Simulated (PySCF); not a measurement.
A calculated (PBE, PySCF 2.14, x2c-TZVPPall with one added diffuse shell each of s, p, d, f type, the spin-free X2C one-electron Hamiltonian (Gaussian nucleus)) atom or ion has these occupied shells.

```tsv
shell	electrons	orbital energy (eV)	rms radius, mean of both spins (bohr)
1s α	1	-82876.0	0.0187
1s β	1	-82875.9	0.0187
2s α	1	-14707.7	0.0756
2s β	1	-14707.6	0.0756
2p α	3	-12747.9	0.0694
2p β	3	-12747.8	0.0694
3s α	1	-3510.0	0.193
3s β	1	-3510.0	0.193
3p α	3	-2940.7	0.195
3p β	3	-2940.6	0.195
3d α	5	-2313.7	0.178
3d β	5	-2313.6	0.178
4s α	1	-790.14	0.424
4s β	1	-790.04	0.424
4p α	3	-602.22	0.452
4p β	3	-602.12	0.452
4d α	5	-371.77	0.482
4d β	5	-371.65	0.482
5s α	1	-141.22	0.955
5s β	1	-140.59	0.955
4f α	7	-119.73	0.531
4f β	7	-119.57	0.531
5p α	3	-90.314	1.10
5p β	3	-89.523	1.10
5d α	5	-32.310	1.52
5d β	4	-31.227	1.52
6s α	1	-25.108	2.58
```

Q: Name the element and its charge.

A: Hg²⁺ (mercury, charge +2), in [Xe] 4f14 5d9 6s1, high-spin 3D determinant (an excited configuration).
